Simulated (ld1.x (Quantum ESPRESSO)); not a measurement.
Fe (Z = 26): one change to an RRKJ potential, before and after

| Quantity | Value |
| --- | --- |
| Element | iron (Fe) |
| Generator | ld1.x (Quantum ESPRESSO) 7.5 |
| Type | norm-conserving RRKJ (Kleinman–Bylander form) |
| Functional | PBE |
| Relativity | scalar-relativistic |
| Frozen core | [Ne] 3s2 |
| Valence charge | 14 |
| Reference configuration | 3p6 3d6.5 4s1.5 4p0 |
| Partial waves | 4s (bound): rc 2.30 bohr; 3d (bound): rc 1.65 bohr; 3p (bound): rc 0.90 bohr |
| Local potential | the p channel |
| Core correction | none |
| rho0 | 0.001 |

Change: wave 3p (bound): rc 0.90 bohr becomes 3p (bound): rc 1.24 bohr.

Cutoffs: the cutoffs (Ry, on a coarse ladder) from which the occupation-weighted sum of valence levels, in a spherical-Bessel basis at the reference potential, stays within 10 and 1 mRy of its value at 400 Ry; they do not see the model core or the augmentation charge, which bear on the density cutoff. Errors are all-electron minus pseudo energies relative to the spin-unpolarised reference configuration.

**Question.** What does the change do?

**Answer.** The potential gets softer (140 Ry and 230 Ry → 70 Ry and 140 Ry); both files keep a bound ghost (s); of the 7 tests that both files solve, the error grows in 1 and shrinks in 1 by more than 15 % and 0.3 meV (median size 15.7 → 15.9 meV). A larger radius leaves more room for a smooth pseudo-wave, so fewer plane waves are needed.

| quantity | base | changed |
| --- | --- | --- |
| cutoff, loose | 140 Ry | 70 Ry |
| cutoff, tight | 230 Ry | 140 Ry |
| loose cutoff by channel (10 mRy a level) | s 6 Ry, d 60 Ry, p 80 Ry | s 6 Ry, d 60 Ry, p 55 Ry |
| bound ghosts | s | s |
| error for 3p6 3d6 4s2 4p0, meV [ΔE 0.73 eV] | -7.7 | -7.0 |
| error for 3p6 3d6 4s1 4p0, meV [ΔE 9.46 eV] | +2.9 | +3.8 |
| error for 3p6 3d6 4s0 4p0, meV [ΔE 25.66 eV] | +16 | +16 |
| error for 3p6 3d6 4s1.5 4p0, meV [ΔE 4.21 eV] | -2.7 | -2.0 |
| error for 3p6 3d5 4s0 4p0, meV [ΔE 59.88 eV] | +153 | +156 |
| error for 3p5 3d6 4s2 4p0, meV [ΔE 68.41 eV] | -571 | -564 |
| error for 3p6 3d4 4s0 4p0, meV [ΔE 112.97 eV] | +693 | +707 |
| s: phases at 2.49 bohr within 0.05 rad from the reference energy up to (Ry; the scan ends near 5) | 3.6 | 3.3 |
| p: phases at 2.49 bohr within 0.05 rad from the reference energy up to (Ry; the scan ends near 5) | to the end of the scan | to the end of the scan |
| d: phases at 2.49 bohr within 0.05 rad from the reference energy up to (Ry; the scan ends near 5) | 1.4 | 1.4 |

Base: These tests converged, but a pseudo level misses the all-electron one widely, so the file describes the atom poorly there or has found another state: 3p6 3d4 4s0 4p0: empty 4s by 8.6 eV. Changed file: These tests converged, but a pseudo level misses the all-electron one widely, so the file describes the atom poorly there or has found another state: 3p6 3d4 4s0 4p0: empty 4s by 9.0 eV. A true bound ghost makes a file unfit for plane-wave use even where its test errors are small: the radial tests pick states by their node count and pass the ghost by.
